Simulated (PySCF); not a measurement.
Working out the excitation energy of P

P [Ne] 3s2 3p3 (4S) → P [Ne] 3s1 3p4 (4P). Computed with PySCF 2.14 in def2-TZVPPD (6s5p4d1f, 48 functions), with the non-relativistic Hamiltonian (point nucleus). Frozen: [Ne]. Energies in hartree (1 hartree = 27.21139 eV):

| part | P (lower) | P (upper) |
| --- | --- | --- |
| UHF | -340.710012 | -340.418410 |
| CCSD correlation | -0.101470 | -0.115022 |
| (T) | -0.003940 | -0.009911 |

Question: What does Hartree-Fock give?

Answer: (-340.418410) − (-340.710012) = 0.291602 hartree = 7.935 eV.

Question: What do CCSD and CCSD(T) give?

Answer: The CCSD correlation energies differ by -0.013552 hartree = -0.369 eV and the triples by -0.005971 hartree = -0.162 eV, so CCSD gives 7.566 eV and CCSD(T) 7.404 eV.

Measured between the centres of the two terms (NIST): 7.395 eV, so CCSD(T) (valence) is off by 0.009 eV.

The coupled-cluster amplitudes are large, so a single reference is strained.

What remains against the reference includes basis incompleteness, the frozen core and higher excitations.
